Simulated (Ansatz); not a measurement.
A structure relaxed at PBE-D4/def2-SVP in Ansatz, charge 0, singlet:

Cartesian coordinates in Å:
```
C 8.967 -5.465 -6.888
N 8.662 -5.700 -5.490
C 9.684 -6.285 -4.644
C 7.647 -5.009 -4.878
C 7.378 -4.896 -3.520
C 6.198 -4.132 -3.241
C 5.619 -3.819 -1.991
C 4.462 -3.035 -1.973
S 3.581 -2.518 -0.548
C 2.396 -1.647 -1.535
C 1.316 -0.938 -0.897
C 1.017 -0.853 0.454
C -0.133 -0.052 0.741
C -0.714 0.246 1.994
C -1.846 1.061 2.016
S -2.736 1.566 3.441
C -3.880 2.489 2.457
C -4.956 3.206 3.095
C -5.257 3.288 4.445
C -6.406 4.092 4.732
C -6.988 4.386 5.983
C -8.120 5.204 6.005
S -9.009 5.701 7.432
C -10.142 6.624 6.439
C -11.204 7.331 7.054
N -12.084 7.915 7.571
C -9.850 6.552 5.087
C -8.701 5.748 4.806
C -8.117 5.453 3.552
C -6.989 4.637 3.531
S -6.095 4.134 2.109
C -3.581 2.405 1.107
C -2.434 1.602 0.819
C -1.853 1.302 -0.435
C -0.722 0.487 -0.457
S 0.170 -0.016 -1.882
C 2.679 -1.760 -2.887
C 3.842 -2.540 -3.171
C 4.418 -2.857 -4.425
C 5.570 -3.637 -4.438
S 6.460 -4.139 -5.872
H 8.031 -5.435 -7.483
H 9.519 -4.510 -7.064
H 9.581 -6.301 -7.277
H 10.303 -5.517 -4.123
H 10.352 -6.916 -5.260
H 9.220 -6.931 -3.869
H 8.004 -5.338 -2.737
H 6.076 -4.187 -1.061
H 1.613 -1.358 1.226
H -0.278 -0.159 2.918
H -4.665 2.778 5.217
H -6.555 3.977 6.907
H -10.451 7.065 4.325
H -8.551 5.862 2.628
H -4.177 2.911 0.334
H -2.290 1.707 -1.360
H 2.059 -1.289 -3.664
H 3.960 -2.490 -5.355
```

(1) Give its formula, name or SMILES.

(2) Summarise the bond lengths by kind (pairs closer than 1.2 times the sum of covalent radii, bridged metal pairs left out).

Results:

(1) `CN(C)c1cc2cc3sc(-c4cc5cc6sc(-c7cc8cc9sc(C#N)cc9cc8s7)cc6cc5s4)cc3cc2s1`.

(2) 33 × C–C 1.38 to 1.44 Å; 12 × C–S 1.75 to 1.78 Å; 4 × C–N 1.18 to 1.45 Å; 18 × C–H 1.10 to 1.12 Å.

Single mean-field runs in def2-SVP are fitted with def2-universal-jkfit.
